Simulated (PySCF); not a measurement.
Worked example: dipole moment from atomic charges

fluoro(silyl)silane (FH5Si2), SMILES F[SiH2][SiH3]. Atoms are numbered in the order given.

```xyz
8

Si     0.1391     1.5245     0.0000
Si    -0.5173    -0.7286     0.0000
F      0.7913    -1.6727     0.0000
H     -1.0828     2.3669     0.0000
H      0.9390     1.8348    -1.2084
H      0.9390     1.8348     1.2084
H     -1.3111    -1.0624     1.2058
H     -1.3111    -1.0624    -1.2058
```
Charge 0, spin multiplicity 1.

Coordinates come from a B3LYP-D3(BJ)/def2-TZVP optimisation.

Charges (e) from PySCF with r2SCAN/def2-TZVPD:

| atom | ESP fit | IAO |
|---|---|---|
| Si1 | 0.019 | 0.265 |
| Si2 | 0.418 | 0.840 |
| F3 | -0.240 | -0.543 |
| H4 | -0.026 | -0.098 |
| H5 | -0.009 | -0.095 |
| H6 | -0.009 | -0.095 |
| H7 | -0.076 | -0.138 |
| H8 | -0.076 | -0.138 |

The dipole moment of the full density is 1.25 D.

**Question.** What dipole moment does each set of point charges give, and which comes closer to that of the density?

**Answer.** 
μ = Σ q r, and 1 e Å = 4.8032 D.
ESP fit: Σ q r = (-0.193, 0.193, 0.000) e Å, |μ| = 1.31 D.
IAO: Σ q r = (-0.538, 0.413, 0.000) e Å, |μ| = 3.26 D.
ESP fit comes closer in size. Point charges leave out the atoms' own dipoles (lone pairs, polarised bonds); fits to the potential absorb them, partitions of the density don't.
